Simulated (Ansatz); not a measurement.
Saddle point of TiSi2NH8Cl3O, closed shell (TiSi₂NH₆Cl₃ ([SiH3][N]([SiH3])[Ti]([Cl])([Cl])[Cl]) + H₂O → TiSi₂NH₇Cl₂O ([OH][Ti]([Cl])([Cl])[N]([SiH3])[SiH3]) + HCl; bonds formed: Cl2–H8; dative contacts that become bonds: Ti1–O9; bonds broken: Ti1–Cl2, H8–O9), PBE0-D4/def2-TZVP structure:

Ti1  (-0.841, -0.777, -0.721)
Cl2  (1.686, -2.003, -1.039)
Cl3  (-0.847, -0.343, -2.868)
Cl4  (-2.967, -0.534, -0.185)
N5  (0.011, 0.599, 0.147)
Si6  (1.013, 0.345, 1.570)
Si7  (-0.084, 2.235, -0.506)
H8  (0.534, -2.676, -0.426)
O9  (-0.675, -2.542, -0.003)
H10  (0.518, 1.230, 2.654)
H11  (0.894, -1.070, 1.988)
H12  (2.423, 0.688, 1.260)
H13  (0.198, 3.167, 0.618)
H14  (0.931, 2.418, -1.571)
H15  (-1.444, 2.477, -1.040)
H16  (-1.349, -3.214, 0.121)
(Å)

Energies are electronic, without zero-point energy. Barriers and step energies count from the start structure reached by relaxing down the imaginary mode; all methods use the PBE0-D4 structures, on which another method's saddle can fall below an end. Program: Ansatz 0.2.0. Basis: def2-TZVPP, with def2-QZVPP for the basis limit. Cores are frozen in the correlated methods. B3LYP uses VWN-RPA correlation. Extrapolation: Hartree–Fock as exp(−7.88 √X), correlation as X^−2.97.

```
      method  barrier (eV)  step energy (eV)
       SPW92         0.643             0.631
      PBE-D4         0.743             0.416
     BLYP-D4         0.776             0.284
   r2SCAN-D4             ?             0.532
      B97M-V         1.006             0.569
     PBE0-D4         0.869             0.472
    B3LYP-D4         0.870             0.345
  r2SCAN0-D4         0.926             0.553
    BHLYP-D4             ?             0.406
CAM-B3LYP-D4         0.883             0.359
     wB97X-V         0.930             0.457
     wB97M-V             ?             0.528
      B2PLYP         0.930             0.472
    PBE-QIDH         0.972             0.589
  RPA on PBE         0.939             0.455
          HF         1.242             0.361
         MP2         0.968             0.586
        CCSD         1.014             0.443
     CCSD(T)         0.974             0.502
```

Problem. Fill in the withheld barriers. (Judge from chemistry; the value comes from the calculation.)

Solution. By the calculation: wB97M-V 0.960; BHLYP-D4 1.018; r2SCAN-D4 0.839 eV. Each is the energy of the saddle less that of the start structure, by the same method.

For comparison, the barrier by CCSD(T) at an estimated basis limit (MP2 extrapolated from triple and quadruple zeta, plus CCSD(T) − MP2 in triple zeta) is 0.970 eV.

No T1 diagnostic of these runs exceeds 0.023.

The step is the kind of ligand exchange by which a precursor binds to a hydroxyl group, or is hydrolysed, in atomic layer deposition of oxides. Here a small cluster stands in for the surface site.

Labels in which every atom is bracketed show which atoms are joined, not bond orders.

For scale, one of the runs: CCSD(T)/def2-TZVPP, 448 basis functions, launched by `ansatz run in.yaml --threads 4 --pin off --events-out ev --progress --plain --max-ram 46080MiB --backend cuda --devices 0, --max-vram 37GiB`. The run took 66 s on 4 CPU threads of an AMD EPYC 7R13 and a share of one NVIDIA H100 (shared host), with 1.1 GiB of host memory at its peak.
